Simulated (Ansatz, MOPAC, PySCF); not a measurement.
System: BiH₅, net charge 0, singlet state. SMILES: [BiH5]
Geometry: optimised at B3LYP-D3(BJ)/def2-TZVP (Ansatz, a first-principles code).

Unscaled harmonic wavenumbers (cm⁻¹) in rising order, each level at the stationary point that it reaches from this structure (no distance between atoms moves by over 0.3 Å); the order of modes can differ between levels, and a negative number is imaginary. B3LYP-D3(BJ)/def2-TZVP (PySCF, at the structure above): 403, 403, 728, 728, 821, 973, 973, 1451, 1485, 1729, 1729, 1751.

PM3 (MOPAC): -444, -444, -385, -351, -351, 596, 596, 1997, 2069, 2076, 2110, 2110. Zero-point energy 16.5 against 18.8 kcal/mol; where all levels lie over 400 cm⁻¹, the wavenumbers are on average 1.089 times those of B3LYP-D3(BJ)/def2-TZVP. This level finds the structure a saddle point. The zero-point energy leaves imaginary modes out.

PM6 (MOPAC): 532, 532, 670, 670, 724, 1005, 1005, 1368, 1586, 1642, 1642, 1820. Zero-point energy 18.9 against 18.8 kcal/mol; where all levels lie over 400 cm⁻¹, the wavenumbers are on average 1.002 times those of B3LYP-D3(BJ)/def2-TZVP.

HF/6-31G* with LANL2DZ past Ar (Ansatz): 487, 487, 891, 891, 948, 1139, 1139, 1637, 1654, 1952, 1952, 1969. Zero-point energy 21.7 against 18.8 kcal/mol; where all levels lie over 400 cm⁻¹, the wavenumbers are on average 1.138 times those of B3LYP-D3(BJ)/def2-TZVP.

B3LYP/6-31G* with LANL2DZ past Ar (Ansatz): 407, 407, 803, 803, 892, 1044, 1044, 1531, 1552, 1766, 1766, 1786. Zero-point energy 19.7 against 18.8 kcal/mol; where all levels lie over 400 cm⁻¹, the wavenumbers are on average 1.044 times those of B3LYP-D3(BJ)/def2-TZVP.
